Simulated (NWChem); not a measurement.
System: CH₄ClFSi; SMILES C(F)[SiH2]Cl

Here is an NWChem input.

```
start job
memory heap 200 mb stack 900 mb global 1100 mb
geometry units angstroms noautoz
  F      0.870314     1.962404    -0.266927
  C     -0.154095     1.488847     0.519865
  Si    -0.830958    -0.141478    -0.163241
  Cl     0.601399    -1.623086     0.002051
  H      0.207300     1.356874     1.555596
  H     -0.968435     2.237703     0.551618
  H     -1.187007     0.013458    -1.598837
  H     -2.023410    -0.533854     0.641233
end
basis spherical
  * library def2-svp
end
dft
  xc m06-2x
  iterations 150
  mulliken
end
task dft energy
```

Parts of the log:

```
             Northwest Computational Chemistry Package (NWChem) 7.3.0
             --------------------------------------------------------

 C1  symmetry detected

                             Geometry "geometry" -> ""
                             -------------------------

 Output coordinates in angstroms (scale by  1.889725989 to convert to a.u.)

  No.       Tag          Charge          X              Y              Z
 ---- ---------------- ---------- -------------- -------------- --------------
    1 F                    9.0000     0.86962118     1.94608941    -0.26914470
    2 C                    6.0000    -0.17785908     1.49679544     0.50133029
    3 Si                  14.0000    -0.85953562    -0.13528493    -0.17273774
    4 Cl                  17.0000     0.55027372    -1.63145378     0.04645778
    5 H                    1.0000     0.15871199     1.37600306     1.54674458
    6 H                    1.0000    -0.98334118     2.25583156     0.50376774
    7 H                    1.0000    -1.18157161     0.00240807    -1.61809077
    8 H                    1.0000    -2.07438983    -0.50111677     0.61044515

 Effective nuclear repulsion energy (a.u.)     212.3976287078

                                 NWChem DFT Module
                                 -----------------

 Summary of "ao basis" -> "ao basis" (spherical)
 ------------------------------------------------------------------------------
       Tag                 Description            Shells   Functions and Types
 ---------------- ------------------------------  ------  ---------------------
 F                          def2-svp                 6       14   3s2p1d
 C                          def2-svp                 6       14   3s2p1d
 Si                         def2-svp                 8       18   4s3p1d
 Cl                         def2-svp                 8       18   4s3p1d
 H                          def2-svp                 3        5   2s1p

            General Information
            -------------------
          SCF calculation type: DFT
          Wavefunction type:  closed shell.
          No. of atoms     :     8
          No. of electrons :    50
           Alpha electrons :    25
            Beta electrons :    25
          Charge           :     0
          Spin multiplicity:     1
          Use of symmetry is: off; symmetry adaption is: off
          Maximum number of iterations: 150
          AO basis - number of functions:    84
                     number of shells:    40
          Convergence on energy requested:  1.00D-06
          Convergence on density requested:  1.00D-05
          Convergence on gradient requested:  5.00D-04

              XC Information
              --------------
                       M06-2X Method XC Functional
                     Hartree-Fock (Exact) Exchange  0.540
                        M06-2X Exchange Functional  1.000
                      M06-2X Correlation Potential  1.000

             Grid Information
             ----------------
          Grid used for XC integration:  medium
          Radial quadrature: Mura-Knowles
          Angular quadrature: Lebedev.
          Tag              B.-S. Rad. Rad. Pts. Rad. Cut. Ang. Pts.
          ---              ---------- --------- --------- ---------
          F                   0.50       49          10.0       434
          C                   0.70       49           9.0       434
          Si                  1.10       88           8.0       590
          Cl                  1.00       88          11.0       590
          H                   0.35       45          10.0       434
          Grid pruning is: on
          Number of quadrature shells:   454
          Spatial weights used:  Erf1

      Superposition of Atomic Density Guess
      -------------------------------------

 Sum of atomic energies:        -886.97650146

      Non-variational initial energy
      ------------------------------

 Total energy =    -888.222401
 1-e energy   =   -1649.990778
 2-e energy   =     549.370749
 HOMO         =      -0.333049
 LUMO         =       0.071421

     ---------------------------------------------
      Total Density - Mulliken Population Analysis
     ---------------------------------------------

    Atom       Charge   Shell Charges
 -----------   ------   -------------------------------------------------------
    1 F    9     9.44   1.99  1.14  0.78  3.45  2.07  0.00
    2 C    6     5.89   1.99  0.93  0.28  1.77  0.88  0.05
    3 Si  14    13.24   2.00  1.99  0.99  0.22  5.94  1.03  0.89  0.18
    4 Cl  17    17.42   2.00  1.99  1.22  0.72  5.94  2.17  3.37  0.01
    5 H    1     0.92   0.69  0.21  0.02
    6 H    1     0.92   0.68  0.21  0.02
    7 H    1     1.09   0.70  0.37  0.01
    8 H    1     1.08   0.70  0.37  0.01

   convergence    iter        energy       DeltaE   RMS-Dens  Diis-err
 ---------------- ----- ----------------- --------- --------- ---------
 d= 0,ls=0.0,diis     1   -889.5876631509 -1.10D+03  1.04D-02  4.37D-01
 d= 0,ls=0.0,diis     2   -889.6065285105 -1.89D-02  4.64D-03  3.90D-01
 d= 0,ls=0.0,diis     3   -889.6450915498 -3.86D-02  6.98D-04  7.60D-03
 d= 0,ls=0.0,diis     4   -889.6457216053 -6.30D-04  3.03D-04  8.41D-04
 d= 0,ls=0.0,diis     5   -889.6458198841 -9.83D-05  7.25D-05  3.09D-05
  Resetting Diis
 d= 0,ls=0.0,diis     6   -889.6458244120 -4.53D-06  1.80D-05  1.43D-06
 d= 0,ls=0.0,diis     7   -889.6458246212 -2.09D-07  4.39D-06  8.48D-08

         Total DFT energy =     -889.645824621173
      One electron energy =    -1652.268211049609
           Coulomb energy =      616.732687363275
    Exchange-Corr. energy =      -66.507929642666
 Nuclear repulsion energy =      212.397628707827

 Numeric. integr. density =       50.000007142241

                       DFT Final Molecular Orbital Analysis
                       ------------------------------------

 Vector   23  Occ=2.000000D+00  E=-4.106579D-01
              MO Center=  3.2D-01, -4.5D-01,  9.5D-02, r^2= 3.5D+00
   Bfn.  Coefficient  Atom+Function         Bfn.  Coefficient  Atom+Function
  ----- ------------  ---------------      ----- ------------  ---------------
    57      0.345317  4 Cl px                54      0.266121  4 Cl px
    58      0.261071  4 Cl py                59      0.200445  4 Cl pz
     6     -0.191957  1 F  pz                 5     -0.185219  1 F  py
    55      0.185016  4 Cl py                56      0.155161  4 Cl pz
    65     -0.153661  5 H  s                 20     -0.152749  2 C  pz

 Vector   24  Occ=2.000000D+00  E=-3.761628D-01
              MO Center= -7.1D-02, -1.2D+00, -1.0D-01, r^2= 2.8D+00
   Bfn.  Coefficient  Atom+Function         Bfn.  Coefficient  Atom+Function
  ----- ------------  ---------------      ----- ------------  ---------------
    59      0.506560  4 Cl pz                56      0.365924  4 Cl pz
    53      0.210710  4 Cl pz                57     -0.209415  4 Cl px
    75      0.199043  7 H  s                 80     -0.197910  8 H  s
    81     -0.173571  8 H  s                 76      0.168061  7 H  s
    54     -0.151240  4 Cl px                38     -0.134692  3 Si pz

 Vector   25  Occ=2.000000D+00  E=-3.617225D-01
              MO Center= -3.3D-02,  1.3D-01,  1.1D-01, r^2= 3.9D+00
   Bfn.  Coefficient  Atom+Function         Bfn.  Coefficient  Atom+Function
  ----- ------------  ---------------      ----- ------------  ---------------
    19      0.293145  2 C  py                58      0.289751  4 Cl py
    57      0.229545  4 Cl px                 5      0.226357  1 F  py
    55      0.211571  4 Cl py                17     -0.198977  2 C  s
    59      0.180564  4 Cl pz                 8     -0.178908  1 F  py
    37     -0.166324  3 Si py                54      0.159335  4 Cl px

 Vector   26  Occ=0.000000D+00  E= 4.814019D-02
              MO Center= -9.2D-01, -1.1D-01, -2.1D-01, r^2= 3.6D+00
   Bfn.  Coefficient  Atom+Function         Bfn.  Coefficient  Atom+Function
  ----- ------------  ---------------      ----- ------------  ---------------
    40      1.003764  3 Si py                39     -0.730814  3 Si px
    17     -0.661757  2 C  s                 50      0.607702  4 Cl s
    57     -0.421244  4 Cl px                58      0.388582  4 Cl py
    31     -0.326946  3 Si s                 66      0.213952  5 H  s
    81     -0.204665  8 H  s                 37      0.183874  3 Si py

 Vector   27  Occ=0.000000D+00  E= 7.182007D-02
              MO Center= -6.6D-01,  2.7D-01,  2.3D-02, r^2= 4.8D+00
   Bfn.  Coefficient  Atom+Function         Bfn.  Coefficient  Atom+Function
  ----- ------------  ---------------      ----- ------------  ---------------
    17      1.630807  2 C  s                 39     -1.024197  3 Si px
    40     -0.854325  3 Si py                81     -0.718500  8 H  s
    71     -0.604594  6 H  s                 66     -0.567030  5 H  s
    32     -0.417595  3 Si s                 22     -0.376275  2 C  py
    21     -0.323515  2 C  px                58      0.273970  4 Cl py

 Vector   28  Occ=0.000000D+00  E= 8.495432D-02
              MO Center= -7.4D-01,  1.3D-01,  9.3D-02, r^2= 3.9D+00
   Bfn.  Coefficient  Atom+Function         Bfn.  Coefficient  Atom+Function
  ----- ------------  ---------------      ----- ------------  ---------------
    41      1.365903  3 Si pz                76      1.205556  7 H  s
    17     -0.616160  2 C  s                 81     -0.540031  8 H  s
     3      0.334863  1 F  s                 21     -0.281688  2 C  px
    59     -0.242361  4 Cl pz                39      0.232300  3 Si px
    50     -0.226450  4 Cl s                 38      0.191923  3 Si pz

     ---------------------------------------------
      Total Density - Mulliken Population Analysis
     ---------------------------------------------

    Atom       Charge   Shell Charges
 -----------   ------   -------------------------------------------------------
    1 F    9     9.29   1.99  1.12  0.81  3.34  2.02  0.01
    2 C    6     6.00   1.99  0.90  0.24  2.02  0.79  0.06
    3 Si  14    13.45   2.00  1.98  1.04  0.14  5.93  1.27  0.82  0.26
    4 Cl  17    17.27   2.00  1.99  1.23  0.73  5.94  2.14  3.23  0.02
    5 H    1     0.93   0.74  0.16  0.02
    6 H    1     0.93   0.75  0.17  0.02
    7 H    1     1.06   0.73  0.31  0.01
    8 H    1     1.07   0.74  0.33  0.01

     -------------------------------------------
      Total Density - Lowdin Population Analysis
     -------------------------------------------

    Atom       Charge   Shell Charges
 -----------   ------   -------------------------------------------------------
    1 F    9     9.15   1.98  1.01  0.75  3.22  2.17  0.01
    2 C    6     6.06   1.96  0.61  0.34  1.82  1.19  0.13
    3 Si  14    13.58   2.00  1.93  0.68  0.34  5.82  1.29  1.12  0.40
    4 Cl  17    17.08   2.00  1.96  1.03  0.81  5.83  2.26  3.18  0.02
    5 H    1     0.97   0.64  0.26  0.07
    6 H    1     0.97   0.64  0.26  0.07
    7 H    1     1.09   0.64  0.42  0.02
    8 H    1     1.09   0.64  0.43  0.02

     Multipole analysis of the density
     ---------------------------------

     L   x y z        total         alpha         beta         nuclear
     -   - - -        -----         -----         ----         -------
     0   0 0 0     -0.000000    -25.000000    -25.000000     50.000000

     1   1 0 0     -0.827157     -0.413578     -0.413578      0.000000
     1   0 1 0      0.292695      0.146348      0.146348      0.000000
     1   0 0 1      0.346512      0.173256      0.173256     -0.000000

     2   2 0 0    -28.408451    -66.302781    -66.302781    104.197110
     2   1 1 0     -1.758369      0.840279      0.840279     -3.438928
     2   1 0 1      0.420389     -0.267353     -0.267353      0.955094
     2   0 2 0    -30.166223   -194.109801   -194.109801    358.053378
     2   0 1 1      1.420654     -2.471360     -2.471360      6.363373
     2   0 0 2    -27.672923    -28.569659    -28.569659     29.466395
```

Level: M06-2X/def2-SVP. Coordinates come from a PBE0/def2-SVP optimisation.
